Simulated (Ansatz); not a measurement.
In3O8H7, a hydroxylated oxide cluster was relaxed with PBE-D4 (def2-SVP) in Ansatz in these states: charge +1 doublet, neutral singlet. The geometries follow in no particular order.

In the def2 sets In takes a core potential; there is no spin–orbit coupling.

A:

```xyz
18

In    0.506    0.729   -1.459
In    0.059    1.201    1.715
In    0.207   -1.704    0.226
O     0.051   -3.679    0.599
O     0.178    2.410    3.319
O    -1.031   -0.661    1.892
O     1.195   -1.403   -1.745
O    -1.299   -0.444   -0.898
O     1.332    0.110    0.470
O     0.969    1.817   -3.099
O    -0.447    2.243   -0.105
H    -0.467   -3.775    1.423
H    -0.105    1.897    4.102
H    -1.860   -0.533    1.378
H     0.767   -1.891   -2.476
H    -1.679   -0.896   -1.677
H     1.768    1.411   -3.492
H    -0.144    3.169   -0.174
```

B:

```xyz
18

In    0.706    0.638    1.504
In    1.207   -1.441   -1.000
In   -1.230    0.769   -0.930
O    -2.776    1.644   -1.872
O     2.527   -2.683   -1.864
O    -0.802   -1.263   -1.744
O    -0.644    2.287    0.657
O    -1.326   -0.151    1.091
O     0.890    0.615   -0.641
O     1.431    1.211    3.295
O     1.345   -1.439    1.131
H    -2.970    1.204   -2.727
H     2.315   -2.827   -2.811
H    -1.438   -1.996   -1.616
H    -1.013    3.151    0.937
H    -2.047    0.090    1.709
H     1.795    2.121    3.252
H     2.029   -1.930    1.627
```

Question: Judge from the bond lengths which geometry belongs to which state (an estimate).

Answer: A is the neutral singlet (In1–In3 2.974 Å, In3–O6 2.323 Å, In1–In2 3.240 Å); B is the charge +1 doublet (In1–In3 3.113 Å, In3–O6 2.230 Å, In1–In2 3.293 Å).

At PBE-D4/def2-SVP the gap within one spin of the relaxed charge 1 doublet nearly closes, so an electron or hole may be smeared out by delocalisation error.
